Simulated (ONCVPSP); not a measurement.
# An all-electron radial function and its pseudo partner (Pt (Z = 78))

Columns: radius, all-electron u(r) and pseudo u(r) of the 5p shell (level -56.29 eV) of platinum in the configuration [Kr] 4d10 4f14 5s2 5p6 5d9 6s1; LDA (Perdew-Zunger), scalar-relativistic, ONCV scheme, ONCVPSP 4.0.1.

```json
{"r (bohr)": "0.120", "all-electron": "0.3765", "pseudo": "0.0246"}
{"r (bohr)": "0.240", "all-electron": "-0.1960", "pseudo": "0.1033"}
{"r (bohr)": "0.360", "all-electron": "-0.5966", "pseudo": "0.2436"}
{"r (bohr)": "0.480", "all-electron": "-0.2208", "pseudo": "0.4404"}
{"r (bohr)": "0.600", "all-electron": "0.3511", "pseudo": "0.6659"}
{"r (bohr)": "0.720", "all-electron": "0.7940", "pseudo": "0.8754"}
{"r (bohr)": "0.840", "all-electron": "1.0382", "pseudo": "1.0249"}
{"r (bohr)": "0.960", "all-electron": "1.1168", "pseudo": "1.0890"}
{"r (bohr)": "1.080", "all-electron": "1.0854", "pseudo": "1.0693"}
{"r (bohr)": "1.200", "all-electron": "0.9928", "pseudo": "0.9874"}
{"r (bohr)": "1.320", "all-electron": "0.8730", "pseudo": "0.8721"}
{"r (bohr)": "1.440", "all-electron": "0.7473", "pseudo": "0.7472"}
{"r (bohr)": "1.560", "all-electron": "0.6277", "pseudo": "0.6276"}
{"r (bohr)": "1.680", "all-electron": "0.5199", "pseudo": "0.5198"}
{"r (bohr)": "1.800", "all-electron": "0.4263", "pseudo": "0.4262"}
{"r (bohr)": "1.920", "all-electron": "0.3468", "pseudo": "0.3467"}
{"r (bohr)": "2.040", "all-electron": "0.2804", "pseudo": "0.2803"}
{"r (bohr)": "2.160", "all-electron": "0.2257", "pseudo": "0.2256"}
{"r (bohr)": "2.280", "all-electron": "0.1809", "pseudo": "0.1809"}
{"r (bohr)": "2.400", "all-electron": "0.1446", "pseudo": "0.1446"}
{"r (bohr)": "2.520", "all-electron": "0.1153", "pseudo": "0.1153"}
{"r (bohr)": "2.640", "all-electron": "0.0918", "pseudo": "0.0918"}
{"r (bohr)": "2.760", "all-electron": "0.0729", "pseudo": "0.0729"}
{"r (bohr)": "2.880", "all-electron": "0.0578", "pseudo": "0.0578"}
{"r (bohr)": "3.000", "all-electron": "0.0458", "pseudo": "0.0458"}
{"r (bohr)": "3.120", "all-electron": "0.0363", "pseudo": "0.0363"}
```

(1) How many radial nodes do the two functions have?

(2) At about which radius was the pseudo-wave matched?

(3) Is the pseudo-wave norm-conserving?

## Answers

(1) The all-electron 5p function has n − l − 1 = 3 (the table is too coarse to show those close to the nucleus); the pseudo-wave has 0, since the states of the same l below it are removed with the core.

(2) 1.50 bohr, where the columns begin to agree (steps of 0.12 bohr).

(3) Yes: the ONCV scheme keeps the norm inside the radius equal to the all-electron one, which fixes the energy derivative of the logarithmic derivative at the level.
